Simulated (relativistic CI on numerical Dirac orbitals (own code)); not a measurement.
Zr3+: calculation against measurement

Method of calculation: Dirac-Coulomb-Breit CI, separate exchange-only KLI orbitals for each configuration, QED by a radiative potential, valence Slater integrals scaled by 0.85, P86 correlation energy added to each configuration (own radial code, finite nucleus).

CI space (outside the closed core [Ar] 3d10): 4s²4p⁶4d, 4s²4p⁶5s, 4s²4p⁶5p, 4s²4p⁶4f, 4s²4p⁶6s, 4s²4p⁶5d, 4s²4p⁵4d², 4s²4p⁶6p, 4s²4p⁶6d, 4s²4p⁶7s, 4s²4p⁶5f, 4s²4p⁶5g, 4s²4p⁶7p, 4s²4p⁶7d, 4s²4p⁶8s, 4s²4p⁶8p, 4s²4p⁵4d4f, 4s4p⁶4d², 4s²4p⁵4d5s. Double excitations out of closed p, d and f shells are left out; levels of such configurations are missing from the list, as are those of other unlisted configurations, and high levels can miss mixing partners.

| Configuration | Term (tabulated) | J | Measured (cm⁻¹) | Computed | Error | Purity (%) |
| --- | --- | --- | --- | --- | --- | --- |
| 4s²4p⁶4d | 2D | 3/2 | 0.0 | 0 | 0 | 100 |
| 4s²4p⁶4d | 2D | 5/2 | 1250.7 | 1109 | -142 | 100 |
| 4s²4p⁶5s | 2S | 1/2 | 38258.3 | 43169 | 4911 | 100 |
| 4s²4p⁶5p | 2P° | 1/2 | 81976.5 | 84426 | 2450 | 100 |
| 4s²4p⁶5p | 2P° | 3/2 | 84461.4 | 86792 | 2331 | 100 |
| 4s²4p⁶5d | 2D | 3/2 | 146652.4 | 148245 | 1592 | 100 |
| 4s²4p⁶5d | 2D | 5/2 | 147002.5 | 148586 | 1583 | 100 |
| 4s²4p⁶6s | 2S | 1/2 | 152513.0 | 154359 | 1846 | 100 |
| 4s²4p⁶4f | 2F° | 5/2 | 159066.8 | 164918 | 5852 | 98 |
| 4s²4p⁶4f | 2F° | 7/2 | 159086.9 | 164939 | 5852 | 98 |
| 4s²4p⁶6p | 2P° | 1/2 | 169809.7 | 171395 | 1585 | 100 |
| 4s²4p⁶6p | 2P° | 3/2 | 170815.1 | 172327 | 1512 | 100 |
| 4s²4p⁶6d | 2D | 3/2 | 197765.1 | 199512 | 1747 | 100 |
| 4s²4p⁶6d | 2D | 5/2 | 197930.4 | 199670 | 1739 | 100 |
| 4s²4p⁶7s | 2S | 1/2 | 200123.7 | 201393 | 1269 | 100 |
| 4s²4p⁶5f | 2F° | 5/2 | 201114.1 | 205425 | 4311 | 97 |
| 4s²4p⁶5f | 2F° | 7/2 | 201162.6 | 205481 | 4318 | 97 |
| 4s²4p⁶5g | 2G | 7/2 | 206864.4 | 209727 | 2862 | 100 |
| 4s²4p⁶5g | 2G | 9/2 | 206864.7 | 209727 | 2863 | 100 |
| 4s²4p⁶7p | 2P° | 1/2 | 208783.4 | 210019 | 1236 | 100 |
| 4s²4p⁶7p | 2P° | 3/2 | 209297.7 | 210496 | 1199 | 100 |
| 4s²4p⁶8s | 2S | 1/2 | 224813.5 | 226059 | 1246 | 100 |

Measured levels from measured levels as listed in Rauch et al., Astron. Astrophys. 599, A142 (2017); pairs were made by configuration, J and term (by order where the table uses no LS term), so strongly mixed levels may be paired wrongly.

Mean error by configuration (cm⁻¹): 4s²4p⁶4d -142; 4s²4p⁶5s 4911; 4s²4p⁶5p 2390; 4s²4p⁶5d 1588; 4s²4p⁶6s 1846; 4s²4p⁶4f 5852; 4s²4p⁶6p 1548; 4s²4p⁶6d 1743; 4s²4p⁶7s 1269; 4s²4p⁶5f 4314; 4s²4p⁶5g 2863; 4s²4p⁶7p 1217; 4s²4p⁶8s 1246. Over the excited levels the mean absolute error is 2497 cm⁻¹ (21 of the 31 excited levels that our extract of the source holds in range could be paired, and the others can miss by more), and the median relative error of those above 1,000 cm⁻¹ is 1.2 %.
